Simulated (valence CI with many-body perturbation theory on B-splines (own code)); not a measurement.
# E1 line list for Ba XXVI

Level of theory: configuration interaction combined with many-body perturbation theory (CI+MBPT): three valence electrons over a frozen Dirac-Fock core [Ar] 3d10, a basis of 11 s, 11 p, 9 d, 7 f, 5 g, 2 h, 1 i functions for each j, with the one-electron correlation potential Σ1 (screened to all orders), the two-electron term Σ2, the three-electron term Σ3, Breit, model QED; selected single and double excitations, second order for the rest (own B-spline code, finite nucleus).

No measured levels were compared; by estimate levels hold to about 250 cm⁻¹ or 0.2 % of their energy and the worst to 1 %, as in measured heavy ions of charge 2 to 7; those with d or f electrons hold less well.

Lines 101 to 150 of 282 in falling wavelength, among levels below 2257000 cm⁻¹, chosen from the strongest by gf and those to the six lowest levels. Wavelengths and rates use the calculated energies, so an error of 2000 cm⁻¹ moves a line at 14.46 nm by 0.29 % and its rate by three times that or more. Electric multipoles are in the length gauge, E1 and E2 with the static RPA response of the core. Weak lines are less certain than strong ones. Lines between different terms over intervals too small for the method are left out, as are lines whose strength nearly cancels. Where a level lies close to another of its J and parity, the split of strength between their lines is uncertain. The highest levels of a list are the least certain.

Levels are named by their leading jj configuration (3d3/2^4 stands for four electrons in 3d with j = 3/2), which in mixed levels can hold well under half, so a name can repeat and another be missing. Letters in brackets count levels of one name in rising energy.

```tsv
λ vac (nm)	Upper	Lower	A (s⁻¹)	log gf	Branch %
14.46	(4p3/2^3) J=3/2	(4s 4p3/2^2) J=5/2	4.06e+10	-0.29	34.4
14.41	(4s 4p3/2 4d5/2) J=5/2 [b]	(4s^2 4d5/2) J=5/2	8.66e+10	0.21	21.9
14.35	(4p1/2 4p3/2^2) J=5/2	(4s 4p1/2 4p3/2) J=3/2 [a]	2.97e+08	-2.26	0.7
14.29	(4p1/2 4p3/2 4d5/2) J=5/2 [a]	(4s 4p1/2 4d3/2) J=5/2	2.55e+10	-0.33	16.0
14.23	(4p1/2 4p3/2 4d5/2) J=5/2 [b]	(4s 4p1/2 4d5/2) J=5/2 [a]	1.20e+10	-0.66	4.3
14.04	(4s 4p1/2 4d3/2) J=3/2 [a]	(4s 4p1/2 4p3/2) J=5/2	2.19e+08	-2.59	1.2
13.97	(4s 4p3/2 4d5/2) J=3/2 [b]	(4s^2 4d3/2) J=3/2	4.51e+10	-0.28	14.6
13.95	(4s 4p3/2 4d5/2) J=3/2 [c]	(4s^2 4d3/2) J=3/2	6.12e+10	-0.15	16.0
13.91	(4s 4p3/2 4d5/2) J=3/2 [a]	(4s 4p3/2^2) J=3/2	2.79e+10	-0.49	9.8
13.80	(4p1/2 4p3/2 4d3/2) J=3/2 [a]	(4p1/2 4p3/2^2) J=5/2	2.64e+10	-0.52	25.0
13.76	(4p1/2^2 4d3/2) J=3/2	(4p1/2^2 4p3/2) J=3/2	1.54e+10	-0.76	25.1
13.71	(4s 4p1/2 4f7/2) J=9/2	(4s 4p3/2 4d5/2) J=9/2	2.06e+10	-0.24	15.2
13.64	(4s 4p1/2 4d5/2) J=5/2 [a]	(4s 4p1/2 4p3/2) J=3/2 [b]	2.01e+09	-1.47	1.2
13.57	(4s 4p1/2 4d3/2) J=3/2 [b]	(4s 4p1/2 4p3/2) J=3/2 [b]	7.64e+09	-1.07	3.0
13.51	(4s 4p1/2 4d3/2) J=1/2	(4s 4p1/2 4p3/2) J=3/2 [b]	3.77e+08	-2.69	0.1
13.50	(4s 4p1/2 4d3/2) J=5/2	(4s 4p1/2 4p3/2) J=5/2	1.89e+10	-0.51	62.1
13.33	(4s 4p1/2 4d3/2) J=3/2 [a]	(4s 4p1/2 4p3/2) J=3/2 [a]	8.79e+09	-1.03	48.4
13.11	(4p1/2 4p3/2^2) J=1/2	(4s 4p1/2 4p3/2) J=3/2 [a]	1.39e+09	-2.14	1.3
12.97	(4s 4p3/2 4d3/2) J=3/2	(4s 4p3/2^2) J=5/2	2.46e+10	-0.60	10.4
12.96	(4s 4p3/2 4d3/2) J=7/2	(4s 4p3/2^2) J=5/2	1.92e+10	-0.41	8.0
12.85	(4p1/2^2 4d5/2) J=5/2	(4p1/2^2 4p3/2) J=3/2	3.48e+10	-0.29	42.3
12.84	(4s 4p1/2 4d3/2) J=5/2	(4s 4p1/2 4p3/2) J=3/2 [a]	7.41e+09	-0.96	24.3
12.79	(4p1/2 4p3/2 4d5/2) J=5/2 [a]	(4p1/2 4p3/2^2) J=5/2	1.28e+10	-0.73	8.0
12.73	(4p1/2 4p3/2 4d5/2) J=3/2 [a]	(4p1/2 4p3/2^2) J=3/2	4.55e+10	-0.35	27.9
12.70	(4p1/2 4p3/2 4d5/2) J=5/2 [a]	(4p1/2 4p3/2^2) J=3/2	2.21e+10	-0.49	13.9
12.68	(4s 4p1/2 4d5/2) J=3/2	(4s 4p1/2 4p3/2) J=1/2	9.86e+10	-0.02	39.8
12.67	(4s 4p3/2 4d3/2) J=1/2 [b]	(4s 4p3/2^2) J=1/2	4.07e+10	-0.71	12.7
12.64	(4p3/2^3) J=3/2	(4s 4p1/2 4p3/2) J=3/2 [b]	8.05e+09	-1.11	6.8
12.64	(4s 4p1/2 4d5/2) J=7/2	(4s 4p1/2 4p3/2) J=5/2	4.56e+10	-0.06	94.4
12.58	(4s 4p1/2 4d5/2) J=5/2 [a]	(4s 4p1/2 4p3/2) J=5/2	3.27e+10	-0.33	20.1
12.54	(4s 4p1/2 4d5/2) J=5/2 [b]	(4s 4p1/2 4p3/2) J=3/2 [b]	1.08e+11	0.18	88.6
12.53	(4p1/2 4p3/2 4d5/2) J=3/2 [b]	(4p1/2 4p3/2^2) J=1/2	6.78e+10	-0.20	41.5
12.52	(4s^2 4d3/2) J=3/2	(4s^2 4p3/2) J=3/2	6.34e+10	-0.22	21.6
12.52	(4s 4p1/2 4d3/2) J=3/2 [b]	(4s 4p1/2 4p3/2) J=5/2	4.29e+09	-1.39	1.7
12.45	(4p3/2^2 4d5/2) J=1/2	(4p3/2^3) J=3/2	1.59e+11	-0.13	51.5
12.44	(4p1/2 4p3/2 4d5/2) J=1/2	(4p1/2 4p3/2^2) J=1/2	1.73e+11	-0.09	70.9
12.41	(4s 4p3/2 4d5/2) J=1/2	(4s 4p3/2^2) J=3/2	5.33e+10	-0.61	20.0
12.37	(4p1/2 4p3/2 4d3/2) J=5/2 [b]	(4p1/2 4p3/2^2) J=5/2	5.29e+10	-0.14	16.2
12.37	(4s 4p3/2 4d5/2) J=5/2 [a]	(4s 4p3/2^2) J=5/2	1.40e+11	0.28	95.8
12.35	(4p1/2 4p3/2 4d5/2) J=7/2 [b]	(4p1/2 4p3/2^2) J=5/2	6.34e+10	0.06	58.3
12.34	(4p3/2^2 4d3/2) J=3/2 [b]	(4p3/2^3) J=3/2	5.58e+10	-0.29	19.2
12.34	(4p1/2 4p3/2^2) J=3/2	(4s 4p1/2^2) J=1/2	1.79e+10	-0.79	15.8
12.32	(4p1/2 4p3/2 4d3/2) J=3/2 [b]	(4p1/2 4p3/2^2) J=5/2	2.48e+10	-0.65	7.2
12.32	(4s 4p3/2 4d5/2) J=1/2	(4s 4p3/2^2) J=1/2	1.55e+11	-0.15	58.0
12.29	(4p1/2 4p3/2 4d3/2) J=5/2 [b]	(4p1/2 4p3/2^2) J=3/2	2.13e+10	-0.54	6.5
12.24	(4p1/2 4p3/2 4d3/2) J=3/2 [b]	(4p1/2 4p3/2^2) J=3/2	2.67e+10	-0.62	7.7
12.22	(4s 4p1/2 4d5/2) J=3/2	(4s 4p1/2 4p3/2) J=3/2 [b]	8.65e+10	-0.11	35.0
12.17	(4s 4p1/2 4f7/2) J=7/2 [a]	(4s 4p1/2 4d5/2) J=5/2 [a]	4.46e+10	-0.10	23.7
12.12	(4s 4p3/2 4d5/2) J=3/2 [b]	(4s 4p3/2^2) J=3/2	1.15e+11	0.00	37.1
12.12	(4s 4p1/2 4f5/2) J=3/2	(4s 4p1/2 4d3/2) J=1/2	2.10e+10	-0.73	13.5
```
